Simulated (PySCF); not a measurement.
Compound: C2H6GeO.
SMILES: `C=C[O][GeH3]`

Theory: EOM-IP-CCSD/aug-cc-pVDZ in PySCF, restricted Hartree–Fock reference, 12 core orbitals frozen, non-relativistic, gas phase, PBE0-D3(BJ)/def2-SVP geometry.

Hartree–Fock orbital energies give these Koopmans values (eV): HOMO 9.27, HOMO-1 12.77, HOMO-2 12.95, HOMO-3 13.61, HOMO-4 14.60, HOMO-5 15.88, HOMO-6 17.03, HOMO-7 18.24.

Q: What vertical ionisation energies does EOM-IP-CCSD give?

A: 
```tsv
leading hole (HF orbital)	Koopmans (eV)	EOM-IP-CCSD (eV)	change (eV)	one-hole share
HOMO	9.27	8.90	-0.37	0.95
HOMO-1	12.77	11.33	-1.44	0.95
HOMO-2	12.95	12.16	-0.79	0.94
HOMO-3	13.61	12.81	-0.80	0.95
HOMO-4	14.60	13.38	-1.22	0.95
HOMO-5	15.88	13.97	-1.91	0.93
HOMO-6	17.03	15.50	-1.53	0.94
HOMO-7	18.24	16.35	-1.89	0.93
```

Q: Does the order of the lines follow the orbital energies?

A: Yes, no two lines change places. The corrections run from -1.91 to -0.37 eV, with a mean of -1.24 eV over the 8 lines; no line lies above its Koopmans value. Koopmans values leave out both the relaxation of the orbitals and the change in correlation energy.

Q: At what kinetic energies would He I light (21.22 eV) eject these electrons?

A: 12.32 eV (HOMO), 9.89 eV (HOMO-1), 9.06 eV (HOMO-2), 8.41 eV (HOMO-3), 7.84 eV (HOMO-4), 7.25 eV (HOMO-5), 5.72 eV (HOMO-6), 4.87 eV (HOMO-7).

One root was sought for each valence orbital with −ε under 21 eV, eight at most, so deeper holes and satellites are missing; no vibrational structure.

On one thread of an Arm Neoverse V1, on a shared host, this took 7.4 min.

Shape of the structure used: `[CH2:1]=[CH:2][O:3][GeH3:4]`: C1–C2–O3–Ge4 1°.

One conformer stands for the species.
